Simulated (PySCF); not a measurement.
Species: ZrBrCl3 (singlet state).
Cartesian coordinates in Å at the PBE0-D3(BJ)/def2-SVP level; atoms count from 1:
```
atom  x, y, z in Å
Zr1   -0.007    0.008   -0.010
Br2   -0.060   -0.079    2.464
Cl3    2.190    0.012   -0.740
Cl4   -1.065    1.913   -0.810
Cl5   -1.057   -1.854   -0.904
```

Level of theory: PySCF 2.14.0, density-fitted response routines, TDDFT CAM-B3LYP/def2-SVPD, vertical, gas phase, core orbitals frozen in the response, def2 core potentials past Kr. Spin–orbit coupling is left out.

Transition dipole moments from the ground state, in atomic units and in the frame of the coordinates above (overall signs are arbitrary), for the states with f of 0.002 or more among the lowest 6:

| state | E (eV) | μx | μy | μz |
| --- | --- | --- | --- | --- |
| S2 | 5.360 | -0.080 | 0.181 | 0.011 |
| S3 | 5.361 | 0.182 | 0.081 | 0.005 |
| S4 | 5.733 | -0.019 | -0.025 | 0.734 |
| S5 | 5.819 | -0.255 | 0.033 | -0.007 |
| S6 | 5.824 | -0.034 | -0.254 | -0.016 |

Work out the oscillator strengths.

f = (2/3) ΔE |μ|² with ΔE in hartree (27.2114 eV).

```tsv
state	|μ|² (au)	|μ| (D)	f
S2	0.039	0.50	0.005
S3	0.040	0.51	0.005
S4	0.539	1.87	0.076
S5	0.066	0.65	0.009
S6	0.066	0.65	0.009
```

The point group is C3v. Which irreducible representation does each state belong to?

From a totally symmetric ground state, an allowed state transforms like the component of the dipole operator along its μ. Polarised along the main axis, so A1: S4. Polarised across the main axis, so E: S2, S3, S5 and S6.

Which bond between heavy atoms lies closest to the direction of the S4 transition dipole?

Zr1–Br2, at 0° from it; next Zr1–Cl4 and Zr1–Cl5 at 69°.

How is the summed strength of these states shared among x, y and z?

(2/3) Σ ΔE μα² gives 0.015 for x, 0.015 for y and 0.076 for z, 0.105 in all.

What peak molar absorption coefficient would the strongest computed level give as a lone Gaussian band 0.5 eV wide at half height?

ε(max) = 2.175×10⁸ f / FWHM, with the width in cm⁻¹. S4: 2.175×10⁸ × 0.0758 / 4033 ≈ 4100 L mol⁻¹ cm⁻¹.

S2/S3 and S5/S6 coincide within about 0.01 eV; within a degenerate level the directions of the single components are arbitrary.

The vertical ionisation energy (ΔSCF) is 11.46 eV, 5.63 eV above S6.
